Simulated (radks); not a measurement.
The numbers below are computed, except where a source is named.
Yb+, 69 electrons, occupied as [Xe] 4f14 5d0.5 6s0.5 (fractional occupations, a model configuration). Level of theory: non-relativistic Kohn-Sham, PBE, spin-polarised, spherical densities, point nucleus; open shells are filled with parallel spins first (spin-orbit coupling, left out, can overturn this in heavy ions); relativity is left out, which matters for an element this heavy (a radial shooting solver on a logarithmic mesh with Libxc functionals). Some entries of the table are withheld. Estimate them.

orbital,occ.,eigenvalue (eV),<r^2> (bohr^2)
1s up,1,-56760.92,0.0006265
1s down,1,-56760.91,0.0006265
2s up,1,-9207.971,0.009864
2s down,1,-9207.959,0.009864
2p up,3,-8801.888,0.007309
2p down,3,-8801.879,0.007309
3s down,1,-2060.597,0.06256
3s up,1,-2060.591,0.06256
3p down,3,-1875.226,0.05811
3p up,3,-1875.221,0.05811
3d up,5,-1529.854,0.04561
3d down,5,-1529.853,0.04561
4s down,1,-395.7442,0.3132
4s up,1,-395.7406,0.3132
4p down,3,-320.3758,0.3279
4p up,3,-320.3729,0.3280
4d up,5,-184.2895,0.3675
4d down,5,-184.2894,0.3674
5s up,1,-51.0139,1.981
5s down,1,-50.8163,1.972
5p up,3,(1),2.613
5p down,3,(2),2.589
4f up,7,-12.8067,0.7589
4f down,7,-12.7646,0.7478
6s up,0.5,-8.3360,(3)
6s down,0,-7.4255,(4)
5d up,0.5,-6.6267,(5)
5d down,0,-5.9701,(6)

Answer. 
(1) 5p up eigenvalue (eV): -31.5344
(2) 5p down eigenvalue (eV): -31.2567
(3) 6s up <r^2> (bohr^2): 16.90
(4) 6s down <r^2> (bohr^2): 16.07
(5) 5d up <r^2> (bohr^2): 9.615
(6) 5d down <r^2> (bohr^2): 8.759
